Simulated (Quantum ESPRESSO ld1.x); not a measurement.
Values are calculated unless marked as measured or tabulated.
Task: The mean radii <r> (bohr) of the occupied orbitals of an atom or ion are listed with their occupations. Code: ld1.x of Quantum ESPRESSO 7.5. Model: Dirac Kohn-Sham, relativistic LDA (MacDonald-Vosko exchange, VWN5 correlation), spin-unpolarised, spherical densities, point nucleus.

| orbital | occ. | <r> |
|---|---|---|
| 1s1/2 | 2 | 0.02419 |
| 2s1/2 | 2 | 0.1029 |
| 2p1/2 | 2 | 0.08628 |
| 2p3/2 | 4 | 0.09256 |
| 3s1/2 | 2 | 0.2729 |
| 3p1/2 | 2 | 0.2624 |
| 3p3/2 | 4 | 0.2747 |
| 3d3/2 | 4 | 0.2456 |
| 3d5/2 | 6 | 0.2495 |
| 4s1/2 | 2 | 0.6211 |
| 4p1/2 | 2 | 0.6373 |
| 4p3/2 | 4 | 0.6646 |
| 4d3/2 | 4 | 0.7117 |
| 4d5/2 | 6 | 0.7212 |
| 5s1/2 | 2 | 1.428 |
| 5p1/2 | 2 | 1.564 |
| 5p3/2 | 4 | 1.630 |
| 4f5/2 | 0.428571 | 0.9249 |
| 4f7/2 | 0.571429 | 0.9317 |

Name the element and its charge. Open shells, if any, are shared by 2j + 1.

Result: Z = 59, praseodymium, charge +4: Pr4+ in [Xe] 4f1. The 1s radius gives Z: for a bare nucleus <r> = (2 gamma + 1)/(2Z) with gamma = sqrt(1 - (Z/c)^2), 0.02377 bohr for Z = 59, and screening makes it slightly larger (0.02419 here). The occupations add up to 55, and the charge is Z minus that.
